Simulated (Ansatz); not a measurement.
Reaction (cleavage of the B–Si bond): `CB(C)[SiH2]Cl` + CH₃NH₂ → `CNB(C)C` + `[SiH3]Cl`

Gas-phase electronic energies from Ansatz, PBE0-D4/def2-TZVP geometries. CCSD(T)/CBS is the MP2 limit (def2-TZVPP, def2-QZVPP) plus CCSD(T) − MP2 in def2-TZVPP, frozen cores. This one scheme is used for every species. Functionals use def2-TZVPP. Each species was taken in one conformer, which may not be the lowest.

| level | ΔE (kcal/mol) |
| --- | --- |
| PBE0 | -35.2 |
| HF/def2-QZVPP | -37.7 |
| HF/CBS(def2) | -37.7 |
| CCSD/CBS(def2) | -36.6 |

(1) What does CCSD(T)/CBS give? (An estimate is asked.)

Largest T1 diagnostic among the species: 0.011.

## Answers

(1) Computed: -36.7 kcal/mol. The listed levels differ from it by 1.5, -1.0, -1.0, 0.1 kcal/mol.
